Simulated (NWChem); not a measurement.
# CdSiH3OCl; SMILES [Cl][Cd][O][SiH3]

```xyz
7

Cd     0.1449    -0.3767     0.0005
Cl    -0.2797    -2.6183    -0.0007
O      0.6287     1.5394    -0.0016
Si    -0.3707     2.8797    -0.0001
H     -1.2783     2.9209    -1.2089
H      0.4967     4.1090    -0.0114
H     -1.2609     2.9310     1.2212
```
Atoms are numbered in this order, from 1.

All runs: NWChem. Medium grid unless said otherwise, to which SCAN and Minnesota functionals are sensitive. Coordinates come from a PBE-D3(BJ)/def2-SVP optimisation. def2 effective core potentials on Cd; no spin-orbit coupling. Hybrids' shares of exact exchange are those that their runs print; pure functionals count as 0. The functionals differ in more than this share.

```
row                 share of exact exchange  highest occupied level (eV)
------------------  -----------------------  ---------------------------
PBE/def2-SVP                           0.00                        -6.71
HCTH/407/def2-SVP                      0.00                        -6.87
B3LYP/def2-SVP                         0.20                        -7.92
r2SCAN0/def2-SVP                       0.25                        -8.44
BHandHLYP/def2-SVP                     0.50                     withheld
```

### Question
Fit a straight line of the last column on the one before it, predict the withheld value, and compare with the run.

### Answer

1. Means of the 4 shown rows: x = 0.113, y = -7.485. Slope Σ(x − x̄)(y − ȳ)/Σ(x − x̄)² = -0.3257/0.05188 = -6.280; intercept -6.778.
2. The shown rows scatter about the line by 0.093 (root mean square); the largest residual is +0.11, at B3LYP/def2-SVP.
3. At x = 0.50 (BHandHLYP/def2-SVP; beyond the shown range) the line gives -9.92.
4. The run gives -9.55, +0.37 from the line, 4.0 times the scatter.
